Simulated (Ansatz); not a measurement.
`O[SiH2][SiH2][SiH2]F` → `O[SiH2][SiH3]` + `F[SiH]`  (silylene formation by 1,1-elimination)

Program: Ansatz. Geometries: PBE0-D4/def2-TZVP. ΔE: electronic, gas phase. CCSD(T)/CBS adds triple-zeta CCSD(T) − MP2 to the extrapolated MP2 energy (def2 sets, frozen cores). This one scheme is used for every species. DFT in def2-TZVPP. B3LYP here is the variant with VWN-RPA as its local correlation; programs differ in this. One conformer a species, not always the lowest.

`O[SiH2][SiH2][SiH2]F`:

```xyz
12

O     2.043    0.427   -0.395
Si    0.916   -0.148   -1.464
Si   -0.830   -0.920   -0.112
Si   -1.002    0.596    1.663
F    -2.315    0.297    2.542
H     2.859    0.782   -0.749
H     1.489   -1.214   -2.335
H     0.428    0.937   -2.365
H    -0.548   -2.290    0.399
H    -2.095   -0.952   -0.898
H     0.173    0.499    2.564
H    -1.117    1.987    1.150
```

`O[SiH2][SiH3]`:

```xyz
9

O    -2.017    0.444   -0.161
Si   -0.784   -0.656   -0.089
Si    1.328    0.369   -0.042
H    -2.080    1.087    0.546
H    -0.910   -1.533    1.111
H    -0.930   -1.495   -1.304
H     2.393   -0.665    0.077
H     1.429    1.280    1.133
H     1.571    1.169   -1.272
```

`F[SiH]`:

Cartesian coordinates in Å:
```
F -1.076 -0.054 0.617
Si 0.118 0.663 -0.195
H 0.957 -0.609 -0.421
```

(1) Is it downhill or uphill in electronic energy at CCSD(T)/CBS, and by how much? (Estimate.)

(2) What do these levels give: PBE-D4, ωB97X-V, B2PLYP, r2SCAN, PBE0, B3LYP, HF/def2-TZVPP, MP2/def2-TZVPP, SCS-MP2/def2-TZVPP, CCSD(T)/def2-TZVPP, SCS-MP2/def2-QZVPP, HF/CBS(def2)? (Estimate.)

Largest T1 diagnostic among the species: 0.015.

Results:

(1) The calculation gave: Uphill: ΔE = +2.12 eV.

(2) The calculation gave: PBE-D4 2.18, ωB97X-V 2.21, B2PLYP 2.01, r2SCAN 2.30, PBE0 2.21, B3LYP 1.90, HF/def2-TZVPP 1.92, MP2/def2-TZVPP 2.19, SCS-MP2/def2-TZVPP 2.07, CCSD(T)/def2-TZVPP 2.05, SCS-MP2/def2-QZVPP 2.11, HF/CBS(def2) 1.91 eV.

The D4 term adds +0.16 eV with B3LYP and +0.09 eV with PBE0; it sums over pairs of atoms, weighted by their polarisabilities, and B3LYP, whose exchange is more repulsive, gets the larger term. In def2-TZVPP, CCSD(T) changes the Hartree–Fock value by +0.13 eV (the triples alone add +0.03 eV) and MP2 by +0.27 eV. From PBE to PBE0 (25 % exact exchange), in def2-TZVPP and without D4, ΔE moves by +0.12 eV.
